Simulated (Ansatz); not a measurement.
Ansatz (a program for electronic structure) job for ZrH4, SMILES [ZrH4], multiplicity 1, r2SCAN-D4/def2-TZVPD. 

Ansatz 0.2 input:
```yaml
crystal:
  periodic: [false, false, false]
  atoms:
    - {symbol: Zr, position_ang: [0.00000000, -0.00000000, -0.00000000]}
    - {symbol: H, position_ang: [1.10748610, 1.10748611, 1.10748610]}
    - {symbol: H, position_ang: [-1.10748610, 1.10748611, -1.10748610]}
    - {symbol: H, position_ang: [-1.10748611, -1.10748610, 1.10748610]}
    - {symbol: H, position_ang: [1.10748611, -1.10748610, -1.10748610]}
basis:
  gaussian:
    orbitals: def2-TZVPD
hamiltonian:
  xc: r2scan
  dispersion: d4
relax: {f_tol: 0.002, max_steps: 200}
```

Program output:

```
WARN ansatz: RAYON_NUM_THREADS=1 ignored (pool sized by the plan → 1); use --threads N
Functional definition: r2SCAN
integrals: 0.02 GiB planned
525 factors; their error is unknown
mean field: 0.17 GiB planned
mean field evaluation 1: about -1342.2790 eV, gradient 1.7e1 eV
mean field evaluation 2: about -1340.9256 eV, gradient 2.7e1 eV
mean field evaluation 4: about -1343.3212 eV, gradient 2.4e-1 eV
mean field evaluation 8: about -1343.3165 eV, gradient 8.8e-4 eV
mean field -1343.31652054 eV, -49.3659715974 hartree, gradient 5.0e-6 eV, S^2 0.000000; 0 other end points of the search recorded, 0 dependent functions left out
the calculation of the forces begins
reference -1343.31653891 eV, -49.3659722723 hartree; 8, 8 occupied and 68, 68 virtual orbitals, 525 factors
relax step   1: F+E_penalty+E_count = -1343.33294333 eV  Δ(F+E_penalty+E_count) = +0.000e0 eV  max|allowed force component| = 4.115e-1 eV/Å  Δτ_max = 0.0000 Å  (26 SCF iters, accepted)
these checks for a lower state are left out or cut short: starts, cluster_reference, orbital_swaps, neighbouring_geometries, increment
integrals: 0.02 GiB planned
525 factors; their error is unknown
mean field: 0.17 GiB planned
mean field evaluation 16: about -1343.0289 eV, gradient 3.5e-1 eV
mean field -1343.02246588 eV, -49.3551652876 hartree, gradient 7.9e-6 eV, S^2 0.000000; 0 other end points of the search recorded, 0 dependent functions left out
the calculation of the forces begins
reference -1343.02248421 eV, -49.3551659615 hartree; 8, 8 occupied and 68, 68 virtual orbitals, 525 factors
relax step   2: F+E_penalty+E_count = -1343.04093331 eV  Δ(F+E_penalty+E_count) = +2.920e-1 eV  max|allowed force component| = 9.877e-1 eV/Å  Δτ_max = 0.1955 Å  (31 SCF iters, rejected (line search))
these checks for a lower state are left out or cut short: starts, cluster_reference, orbital_swaps, neighbouring_geometries, increment
integrals: 0.02 GiB planned
525 factors; their error is unknown
mean field: 0.17 GiB planned
mean field -1343.40855968 eV, -49.3693539731 hartree, gradient 1.4e-5 eV, S^2 0.000000; 0 other end points of the search recorded, 0 dependent functions left out
the calculation of the forces begins
reference -1343.40857793 eV, -49.3693546439 hartree; 8, 8 occupied and 68, 68 virtual orbitals, 525 factors
relax step   3: F+E_penalty+E_count = -1343.42581440 eV  Δ(F+E_penalty+E_count) = -9.287e-2 eV  max|allowed force component| = 1.584e-1 eV/Å  Δτ_max = 0.0947 Å  (26 SCF iters, accepted)
these checks for a lower state are left out or cut short: starts, cluster_reference, orbital_swaps, neighbouring_geometries, increment
integrals: 0.02 GiB planned
525 factors; their error is unknown
mean field: 0.17 GiB planned
mean field evaluation 32: about -1343.4250 eV, gradient 2.1e0 eV
mean field -1343.42142481 eV, -49.3698267580 hartree, gradient 6.2e-6 eV, S^2 0.000000; 0 other end points of the search recorded, 0 dependent functions left out
the calculation of the forces begins
reference -1343.42144308 eV, -49.3698274294 hartree; 8, 8 occupied and 68, 68 virtual orbitals, 525 factors
relax step   4: F+E_penalty+E_count = -1343.43846486 eV  Δ(F+E_penalty+E_count) = -1.265e-2 eV  max|allowed force component| = 1.218e-2 eV/Å  Δτ_max = 0.0216 Å  (28 SCF iters, accepted)
these checks for a lower state are left out or cut short: starts, cluster_reference, orbital_swaps, neighbouring_geometries, increment
integrals: 0.02 GiB planned
525 factors; their error is unknown
mean field: 0.17 GiB planned
mean field -1343.42152179 eV, -49.3698303220 hartree, gradient 8.0e-5 eV, S^2 0.000000; 0 other end points of the search recorded, 0 dependent functions left out
the calculation of the forces begins
reference -1343.42154006 eV, -49.3698309935 hartree; 8, 8 occupied and 68, 68 virtual orbitals, 525 factors
relax step   5: F+E_penalty+E_count = -1343.43854367 eV  Δ(F+E_penalty+E_count) = -7.881e-5 eV  max|allowed force component| = 2.016e-4 eV/Å  Δτ_max = 0.0019 Å  (20 SCF iters, accepted)
integrals: 0.02 GiB planned
525 factors; their error is unknown
mean field: 0.17 GiB planned
mean field -1343.42152179 eV, -49.3698303220 hartree, gradient 8.0e-5 eV, S^2 0.000000; 1 other end points of the search recorded, 0 dependent functions left out
the calculation of the forces begins
reference -1343.42154006 eV, -49.3698309935 hartree; 8, 8 occupied and 68, 68 virtual orbitals, 525 factors
Total energy: -1343.43856194 eV, -49.3704565359 hartree
Atom 0 at     0.000000     0.000000    -0.000000 Å, force     0.000000     0.000000     0.000000 eV/Å
Atom 1 at     1.066372     1.066372     1.066372 Å, force    -0.000202    -0.000202    -0.000202 eV/Å
Atom 2 at    -1.066372     1.066372    -1.066372 Å, force     0.000202    -0.000202     0.000202 eV/Å
Atom 3 at    -1.066372    -1.066372     1.066372 Å, force     0.000202     0.000202    -0.000202 eV/Å
Atom 4 at     1.066372    -1.066372    -1.066372 Å, force    -0.000202     0.000202     0.000202 eV/Å
Dipole moment:    -0.000000    -0.000000     0.000000 e Å
```

The run converged.
